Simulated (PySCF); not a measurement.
SiHClBr2, SMILES Cl[SiH](Br)Br. Geometry optimised at B3LYP-D3(BJ)/def2-SVP.

Give the equilibrium geometry at B3LYP-D3(BJ)/def2-SVP (PySCF confirms it by a frequency run) as bond lengths and angles, and its point group. (Estimate from the structure and the level; the computed values follow.)

point group Cs.
Atoms: Si1 Cl2 Br3 Br4 H5. Bond lengths (Å): Si1–Cl2 2.059, Si1–Br3 2.220, Si1–Br4 2.220, Si1–H5 1.476. Angles (°): Cl2–Si1–Br3 109.6, Cl2–Si1–Br4 109.6, Cl2–Si1–H5 109.3, Br3–Si1–Br4 109.9, Br3–Si1–H5 109.2, Br4–Si1–H5 109.2.
Charge 0, spin multiplicity 1.
